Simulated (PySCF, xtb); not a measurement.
Ag2, SMILES [Ag][Ag], multiplicity 1.

Harmonic wavenumbers (cm⁻¹) from GFN2-xTB run with xtb at its own minimum, in rising order: 184.

Task: What does PBE0-D3(BJ)/def2-TZVPD in PySCF 2.14.0 give at its own minimum? (The exact figures need the calculation; the answer reports its results.)

Result: 181. Paired by order, the mean absolute difference is 3 cm⁻¹ and the zero-point energies are 0.3 and 0.3 kcal/mol.
